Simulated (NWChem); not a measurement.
System: C$_{2}$H$_{7}$ClSi; SMILES [SiH3]CCCl

```xyz
11

Si     0.4784     1.7127     0.0553
C     -1.0070     0.5975    -0.3379
C     -0.9927    -0.7686     0.3175
Cl     0.5045    -1.6818    -0.0647
H      0.1144     3.1200    -0.2989
H      0.7831     1.6538     1.5188
H      1.6937     1.3326    -0.7200
H     -1.0801     0.4933    -1.4338
H     -1.9206     1.1275    -0.0144
H     -1.0364    -0.6920     1.4134
H     -1.8303    -1.3969    -0.0173
```
Atoms are numbered in this order, from 1.

Computed with NWChem. Pople sets run with spherical d functions. Structure relaxed at the PBE0/def2-SVP level. Level r2SCAN/6-31G*: energy and gradient on several grids; changes count from the extra-fine grid, which is no exact limit either.

```tsv
grid	size of the energy change (μHa)	largest change of a gradient component (μHa/bohr)	time, medium = 1 (rough)
xcoarse	1000	3000	about 1
coarse	700	400	about 1
medium	200	100	about 1
fine	< 10	< 30	about 1
xfine	< 10	< 30	2
```
